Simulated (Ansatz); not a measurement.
This geometry of C$_{4}$H$_{8}$Si (13 atoms, charge 0, multiplicity 1) is a first-order saddle point.

Method: Ansatz 0.2.0, RKS B3LYP-D4/def2-SVP.

```xyz
13
Properties=species:S:1:pos:R:3
C -1.480 1.295 -0.184
C -0.169 0.920 0.539
C 0.464 -0.358 0.096
C 0.236 -1.339 -0.787
Si 1.768 -1.646 0.153
H -1.396 2.260 -0.707
H -1.754 0.540 -0.936
H -2.324 1.376 0.518
H -0.326 0.852 1.630
H 0.585 1.719 0.426
H -0.528 -1.570 -1.535
H 1.830 -2.655 1.247
H 3.114 -1.428 -0.446
```

Q: Which two structures does it join? (They come from a converged band through this point; their orientation in space is the band's.)

A: No bond is made or broken. The dihedral H6–C1–C2–C3 goes from 180 to -60°. The two ends are copies of one structure, up to a mirror image or an exchange of like atoms.

First end point:

```xyz
13
Properties=species:S:1:pos:R:3
C -1.441 1.291 -0.218
C -0.108 0.985 0.467
C 0.465 -0.346 0.112
C 0.135 -1.395 -0.653
Si 1.728 -1.672 0.187
H -1.823 2.281 0.077
H -1.334 1.282 -1.315
H -2.204 0.541 0.048
H -0.215 1.034 1.566
H 0.641 1.761 0.224
H -0.698 -1.658 -1.311
H 1.849 -2.577 1.364
H 3.026 -1.563 -0.534
```

Last end point:

```xyz
13
Properties=species:S:1:pos:R:3
C -1.465 1.268 -0.184
C -0.179 0.921 0.567
C 0.467 -0.343 0.110
C 0.237 -1.301 -0.799
Si 1.764 -1.638 0.136
H -1.272 1.392 -1.262
H -2.217 0.472 -0.070
H -1.905 2.206 0.190
H -0.372 0.838 1.653
H 0.559 1.739 0.475
H -0.529 -1.503 -1.553
H 1.819 -2.674 1.205
H 3.112 -1.412 -0.453
```

Q: How far does it lie above each of them?

A: 12.8 kJ/mol above the first and 12.8 kJ/mol above the second. This is the barrier of this one path; another mechanism may lie lower.

The run took 40 s on 2 threads of AMD EPYC 9R45 96-Core Processor (Zen 5), with other jobs on the host, peak memory 0.28 GiB.
